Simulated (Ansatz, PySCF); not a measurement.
Gas-phase reaction in SMILES: Fc1ccncn1 + 10 [H][H] (H2) -> 4 C (CH4) + F (HF) + 2 N (NH3)
Each molecule is optimised on its own at B3LYP-D3(BJ)/def2-TZVP (Ansatz, a first-principles code). Unstable Hartree-Fock reference: Fc1ccncn1.

Wanted: energy of full hydrogenation (0 K, with B3LYP-D3(BJ) harmonic zero-point energies from PySCF), in kcal/mol. Correlated levels leave the core frozen unless marked. No spin-orbit coupling. Non-relativistic. CBS marks a two-point X^-3 extrapolation of the correlation energy; Hartree-Fock from the larger set.

```csv
level,program,energy of full hydrogenation (kcal/mol)
r2SCAN-D3(BJ)/def2-TZVPD,Ansatz + dftd3,-133.5
r2SCAN-D4/def2-TZVPD,Ansatz + dftd4,-133.3
PBE0/STO-3G,Ansatz,-121.1
PBE0/def2-SVP,Ansatz,(withheld)
BHLYP/def2-TZVPD,Ansatz,(withheld)
SCS-MP2/aug-cc-pVDZ,Ansatz,-147.6
"CCSD(T)/CBS(cc-pVTZ,cc-pVQZ)",Ansatz,(withheld)
```

Q: What belongs in the gaps?

A: 
- PBE0/def2-SVP, energy of full hydrogenation (kcal/mol): -142.8
- BHLYP/def2-TZVPD, energy of full hydrogenation (kcal/mol): -154.5
- CCSD(T)/CBS(cc-pVTZ,cc-pVQZ), energy of full hydrogenation (kcal/mol): -143.7
